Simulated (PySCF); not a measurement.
This PySCF input asks for the NMR shieldings of `InChI=1S/C6H10F3OP/c1-5(2)11(4-10-3)6(7,8)9/h1,4H2,2-3H3`; the geometry comes from GFN2-xTB.

```python
import basis_set_exchange as bse
import numpy as np
from pyscf import gto, dft
from pyscf.prop import nmr

atoms = """
C    -0.823976    0.861651   -1.612977
C    -1.382598    0.169506   -0.629535
C    -2.725578   -0.488201   -0.740383
P    -0.618617    0.112532    1.040257
C     1.196993    0.110468    0.621338
O     1.531405    1.462130    0.439383
C     2.910800    1.670331    0.256260
C    -0.670231   -1.777949    1.242462
F    -1.881707   -2.236711    1.576562
F     0.166938   -2.160793    2.221350
F    -0.293633   -2.456203    0.142040
H    -1.304322    0.951822   -2.574283
H     0.117086    1.369831   -1.495519
H    -2.621157   -1.571214   -0.806308
H    -3.330869   -0.266599    0.138352
H    -3.246722   -0.141423   -1.629560
H     1.409740   -0.484828   -0.283538
H     1.753507   -0.320965    1.470388
H     3.274321    1.145804   -0.635996
H     3.048825    2.742136    0.132641
H     3.480877    1.325617    1.126594
"""
names = dict.fromkeys(["C", "P", "O", "F", "H"], "pcSseg-1")
basis = {el: gto.basis.parse(bse.get_basis(n, elements=[el], fmt="nwchem")) for el, n in names.items()}
mol = gto.M(atom=atoms, basis=basis, charge=0, verbose=0)
mf = dft.RKS(mol, xc="PBE0")
mf.grids.level = 2
mf.grids.alignment = dft.numint.BLKSIZE   # the property module wants whole blocks of grid points
mf.conv_tol = 1e-9
mf.kernel()

calc = nmr.RKS(mf)   # GIAO
C = mf.mo_coeff
Co = C[:, mf.mo_occ > 0]
resp = mf.gen_response(singlet=True, hermi=2)
def vind(x):   # induced exchange potential for any number of trial vectors
    d = np.einsum("pi,xij,qj->xpq", C, 2 * x.reshape(-1, C.shape[1], Co.shape[1]), Co, optimize=True)
    return np.einsum("xpq,pi,qj->xij", resp(d - d.transpose(0, 2, 1)), C, Co, optimize=True).ravel()
mo1, _ = nmr.rhf.solve_mo1(calc, with_cphf=vind)
sigma = calc.kernel(mo1)
for i, s in enumerate(sigma):   # ppm
    print("%2d %-2s %9.2f" % (i, mol.atom_pure_symbol(i), np.trace(s) / 3))
```

Task: What does it print?

Result: 
```
 0 C      58.19
 1 C      33.28
 2 C     161.55
 3 P     337.18
 4 C     109.36
 5 O     324.61
 6 C     123.44
 7 C      45.77
 8 F     235.68
 9 F     244.15
10 F     241.89
11 H      25.75
12 H      25.63
13 H      29.35
14 H      29.66
15 H      29.63
16 H      27.37
17 H      27.56
18 H      28.28
19 H      27.72
20 H      28.36
```

These numbers come from an equivalent density-fitted implementation of the same equations, which agrees with the script to about 0.01 ppm for H and up to a few tenths of a ppm for heavy atoms, so last digits may differ.

Size and cost of the density-fitted run: 244 basis functions, of the order of 2.8 core-minutes.
